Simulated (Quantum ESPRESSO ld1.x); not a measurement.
Values are calculated unless marked as measured or tabulated.
Q: Species: Ba2+. Configuration: [Kr] 4d9.75 5s2 5p6 6s0.25 (fractional occupations, a model configuration). Level of theory: scalar-relativistic Kohn-Sham, LDA (Slater exchange, Perdew-Zunger correlation), spin-polarised, spherical densities, point nucleus; open shells are filled with parallel spins first (ld1.x of Quantum ESPRESSO 7.5). Some entries of the table are withheld. Estimate them.

orbital,occ.,eigenvalue (hartree),<r^2> (bohr^2),<1/r> (bohr^-1)
1s up,1,-1368.46,0.0008897,60.65
1s down,1,-1368.46,0.0008897,60.65
2s up,1,-216.870,0.01423,13.95
2s down,1,-216.866,0.01423,13.95
2p up,3,-194.635,0.01130,13.27
2p down,3,-194.632,0.01130,13.27
3s up,1,-46.2475,0.09766,5.036
3s down,1,-46.2449,0.09766,5.036
3p up,3,-39.1190,0.09765,4.780
3p down,3,-39.1162,0.09764,4.780
3d up,5,-28.7392,0.08397,4.534
3d down,5,-28.7356,0.08396,4.534
4s up,1,-9.53990,0.5117,2.089
4s down,1,-9.52978,0.5118,2.089
4p up,3,-7.23401,0.5808,1.925
4p down,3,-7.22402,0.5809,1.925
4d up,5,-3.88310,0.7383,1.662
4d down,4.75,-3.87362,0.7389,1.662
5s up,1,-1.76277,2.923,0.8201
5s down,1,-1.75970,2.924,0.8196
5p up,3,-1.19545,3.949,0.6989
5p down,3,-1.19265,3.942,0.6991
5d up,0,-0.51485,8.644,0.4674
5d down,0,-0.50965,8.537,0.4704
6s up,0.25,-0.48702,(1),0.3318
6s down,0,-0.47764,(2),0.3326
6p up,0,-0.35933,(3),0.2773
6p down,0,-0.35007,(4),0.2757
7s up,0,-0.21173,63.25,0.1729
7s down,0,-0.20887,64.62,0.1705

A: 
(1) 6s up <r^2> (bohr^2): 16.53
(2) 6s down <r^2> (bohr^2): 16.53
(3) 6p up <r^2> (bohr^2): 23.66
(4) 6p down <r^2> (bohr^2): 24.00
